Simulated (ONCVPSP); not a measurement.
## Building the ONCV potential for zirconium (Zr) (PBE, scalar-relativistic).

Zr (Z = 40), optimised norm-conserving Vanderbilt (ONCV), made with ONCVPSP 4.0.1 (PBE, scalar-relativistic). Core [Ar] 3d10, reference 4s2 4p6 4d2 5s2. Waves: 4s+5s: rc 1.80 bohr, ncon 3, nbas 8, qcut 8.4 1/bohr, 3 projectors, debl 1.8 Ha; 4p: rc 1.80 bohr, ncon 5, nbas 9, qcut 7.4 1/bohr, 2 projectors, debl 2.9 Ha; 4d: rc 2.80 bohr, ncon 4, nbas 9, qcut 6.5 1/bohr, 2 projectors, debl 2.5 Ha. Local part: polynomial inside 1.35 bohr (lpopt 2, dvloc0 0 Ha). Core correction: none.

Does the generator finish with these settings?

Yes, a potential is produced and its reference levels are reproduced.

Estimate the cutoffs (Ha) at which the residual kinetic energy of the hardest occupied pseudo-wave falls to 1 and 0.1 mHa per electron.

21 Ha and 25 Ha.

Does the potential have ghost states?

No bound ghost flagged; GHOST(+) flagged for s at 454.9 eV.

Tests: 4s2 4p6 4d2 5s1; 4s2 4p6 4d2 5s0; 4s2 4p6 4d1 5s0; 4s2 4p6 4d1 5s2. Which has the largest error in its energy relative to the reference configuration, and how large is it?

4s2 4p6 4d1 5s2, with +11 meV (all-electron minus pseudo) on +7.66 eV.
